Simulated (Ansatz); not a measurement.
Reaction (ligand exchange at a B–O bond): `COB(F)O[SiH3]` + HCl → `COB(F)Cl` + `O[SiH3]`

Computed with Ansatz on PBE0-D4/def2-TZVP structures; ΔE is electronic, products minus reactants. CCSD(T)/CBS is the MP2 limit (def2-TZVPP, def2-QZVPP) plus CCSD(T) − MP2 in def2-TZVPP, frozen cores. This one scheme is used for every species. Functionals use def2-TZVPP. B3LYP here is the variant with VWN-RPA as its local correlation; programs differ in this. One conformer a species, not always the lowest.

```json
{"level": "PBE-D4", "ΔE (kJ/mol)": "37.6", "difference from CCSD(T)/CBS": "-11.5"}
{"level": "r2SCAN-D4", "ΔE (kJ/mol)": "44.8", "difference from CCSD(T)/CBS": "-4.3"}
{"level": "r2SCANh-D4", "ΔE (kJ/mol)": "46.2", "difference from CCSD(T)/CBS": "-2.9"}
{"level": "revPBE", "ΔE (kJ/mol)": "33.3", "difference from CCSD(T)/CBS": "-15.8"}
{"level": "BLYP", "ΔE (kJ/mol)": "42.5", "difference from CCSD(T)/CBS": "-6.6"}
{"level": "r2SCAN", "ΔE (kJ/mol)": "43.9", "difference from CCSD(T)/CBS": "-5.2"}
{"level": "PBE0", "ΔE (kJ/mol)": "41.5", "difference from CCSD(T)/CBS": "-7.6"}
{"level": "B3LYP", "ΔE (kJ/mol)": "47.3", "difference from CCSD(T)/CBS": "-1.8"}
{"level": "r2SCAN0", "ΔE (kJ/mol)": "47.2", "difference from CCSD(T)/CBS": "-1.9"}
{"level": "HF/def2-SVP", "ΔE (kJ/mol)": "67.3", "difference from CCSD(T)/CBS": "18.2"}
{"level": "MP2/def2-SVP", "ΔE (kJ/mol)": "53.9", "difference from CCSD(T)/CBS": "4.8"}
{"level": "CCSD/def2-SVP", "ΔE (kJ/mol)": "59.8", "difference from CCSD(T)/CBS": "10.7"}
{"level": "CCSD/def2-TZVPP", "ΔE (kJ/mol)": "53.8", "difference from CCSD(T)/CBS": "4.7"}
{"level": "HF/def2-QZVPP", "ΔE (kJ/mol)": "63.0", "difference from CCSD(T)/CBS": "13.9"}
{"level": "MP2/CBS(def2)", "ΔE (kJ/mol)": "43.1", "difference from CCSD(T)/CBS": "-6.0"}
{"level": "CCSD/CBS(def2)", "ΔE (kJ/mol)": "51.9", "difference from CCSD(T)/CBS": "2.8"}
{"level": "CCSD(T)/CBS", "ΔE (kJ/mol)": "49.1", "difference from CCSD(T)/CBS": "0"}
```

Q: What do rigid-rotor, harmonic-oscillator terms from PBE0-D4/def2-TZVP frequencies (298.15 K, 1 bar) make of the CCSD(T)/CBS value? (An estimate is asked.)

A: Ansatz gave: ΔZPE = +6.3 kJ/mol, ΔH = +53.0 kJ/mol, ΔS = 23 J/(mol·K), ΔG = +46.1 kJ/mol. Modes under 50 cm⁻¹ make the entropy rough.

Largest T1 diagnostic among the species: 0.012.

From r2SCAN to r2SCAN0 (25 % exact exchange), in def2-TZVPP and without D4, ΔE moves by +3.4 kJ/mol. Leaving LDA and LC-ωPBE aside and taking each functional with its dispersion term where it has one, the values, not all of them listed here, spread over 19.9 kJ/mol, from revPBE-D4 to BHLYP-D4. LDA lies +6.9 kJ/mol from PBE without D4.
